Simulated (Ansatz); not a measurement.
Geometry optimisation, UKS LDA/6-31G in Ansatz.

The input (input.yaml):

```yaml
crystal:
  periodic: [false, false, false]
  atoms:
    - { symbol: "N", position_ang: [0.5168, 1.3365, -0.5837] }
    - { symbol: C, position_ang: [0.5663, 0.0145, -0.5081] }
    - { symbol: O, position_ang: [1.3711, -0.6082, -1.1629] }
    - { symbol: Si, position_ang: [-0.5165, -0.9594, 0.6229] }
    - { symbol: H, position_ang: [1.1109, 1.8574, -1.231] }
    - { symbol: H, position_ang: [-0.2097, 1.9417, -0.0796] }
    - { symbol: H, position_ang: [-1.4122, -1.9339, -0.1223] }
    - { symbol: H, position_ang: [0.1814, -1.6831, 1.6917] }
    - { symbol: H, position_ang: [-1.5195, -0.0118, 1.3558] }
magnetization:
  spin_polarized: true
basis:
  gaussian: { orbitals: "6-31G" }
hamiltonian:
  xc: lda
relax:
  f_tol: 0.02
  max_steps: 40
```

Launched with:

```bash
$ ansatz run input.yaml --threads 1 --pin off --max-ram 2048MiB --backend cpu --events-out ev --progress --plain --runs-dir out
```

**Question.** Where does it end, and by what steps?

**Answer.** The forces met the threshold. Limits of this set-up: no polarisation functions. After 6 steps the energy has fallen by 0.360 eV; Si4 moved furthest, 0.11 Å.

```json
{"step": "0", "energy less start (eV)": "0.0000", "largest force component (eV/Å)": "3.434", "accepted": "yes"}
{"step": "1", "energy less start (eV)": "-0.3165", "largest force component (eV/Å)": "1.189", "accepted": "yes"}
{"step": "2", "energy less start (eV)": "-0.3426", "largest force component (eV/Å)": "0.832", "accepted": "yes"}
{"step": "3", "energy less start (eV)": "-0.3564", "largest force component (eV/Å)": "0.210", "accepted": "yes"}
{"step": "4", "energy less start (eV)": "-0.3583", "largest force component (eV/Å)": "0.078", "accepted": "yes"}
{"step": "5", "energy less start (eV)": "-0.3599", "largest force component (eV/Å)": "0.046", "accepted": "yes"}
{"step": "6", "energy less start (eV)": "-0.3600", "largest force component (eV/Å)": "0.012", "accepted": "yes"}
```

```xyz
9
Properties=species:S:1:pos:R:3
N 0.488 1.358 -0.603
C 0.595 0.006 -0.529
O 1.425 -0.654 -1.188
Si -0.608 -0.925 0.668
H 1.114 1.871 -1.230
H -0.197 1.875 -0.053
H -1.395 -1.913 -0.158
H 0.238 -1.663 1.678
H -1.570 -0.001 1.399
```

Whether the end is a true minimum wasn't checked by a vibrational analysis.

The run took 16 s on 1 thread of Arm Neoverse V2, with other jobs on the host, peak memory 0.16 GiB.
